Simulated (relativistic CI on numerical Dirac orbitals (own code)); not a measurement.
Transition arrays of Mo20+

Computed by Dirac-Coulomb-Breit CI, KLI orbitals optimised for each configuration, QED by a radiative potential, valence Slater integrals scaled by 0.9, whole transition arrays (own radial code, finite nucleus).

CI space (outside the closed core [Ne] 3s2): 3p⁶3d⁴, 3p⁶3d³4f, 3p⁵3d⁵, 3p⁶3d³4p, 3p⁶3d³5f. Levels of other configurations are missing.

All E1 lines from the levels of 3p⁶3d⁴; mean and standard deviation are weighted by gf, and upper levels are sorted by their leading configuration.

| Upper configuration | Lines | Σgf | Mean (eV) | Mean (nm) | σ (eV) | Strongest line (nm) |
| --- | --- | --- | --- | --- | --- | --- |
| 3p⁶3d³4f | 2825 | 617.0 | 499.37 | 2.483 | 5.30 | 2.463 |
| 3p⁵3d⁵ | 3245 | 254.8 | 171.29 | 7.238 | 13.43 | 6.634 |
| 3p⁶3d³4p | 1718 | 34.3 | 390.18 | 3.178 | 5.16 | 3.169 |
| 3p⁶3d³5f | 2825 | 203.8 | 638.49 | 1.942 | 5.80 | 1.930 |

Σgf per state of the lower configuration in bins of 0.2 nm over the central range (centre: value): 1.9: 0.97, 2.5: 2.93, 3.1: 0.12, 3.3: 0.04, 6.5: 0.05, 6.7: 0.24, 6.9: 0.18, 7.1: 0.19, 7.3: 0.12, 7.5: 0.10, 7.7: 0.08, 7.9: 0.07, 8.1: 0.05.

**Question.** How do configuration mixing and the scaling of the Slater integrals move the arrays?

**Answer.** Slater scale 0.9, no configuration mixing: 3p⁶3d³4f 499.3 ± 5.3 eV (Σgf 602.7), 3p⁵3d⁵ 171.5 ± 13.5 eV (Σgf 270.7), 3p⁶3d³4p 390.3 ± 5.1 eV (Σgf 35.0), 3p⁶3d³5f 638.3 ± 5.8 eV (Σgf 162.7); Slater scale 1: 3p⁶3d³4f 500.1 ± 5.8 eV (Σgf 621.7), 3p⁵3d⁵ 173.4 ± 14.4 eV (Σgf 256.0), 3p⁶3d³4p 390.2 ± 5.7 eV (Σgf 34.2), 3p⁶3d³5f 638.8 ± 6.4 eV (Σgf 205.7); Slater scale 0.8: 3p⁶3d³4f 498.7 ± 4.8 eV (Σgf 612.2), 3p⁵3d⁵ 169.2 ± 12.5 eV (Σgf 253.6), 3p⁶3d³4p 390.1 ± 4.6 eV (Σgf 34.4), 3p⁶3d³5f 638.2 ± 5.2 eV (Σgf 201.9). With mixing, levels are counted to their leading configuration, so an array can shrink or vanish into another, and the sums then hold other lines.
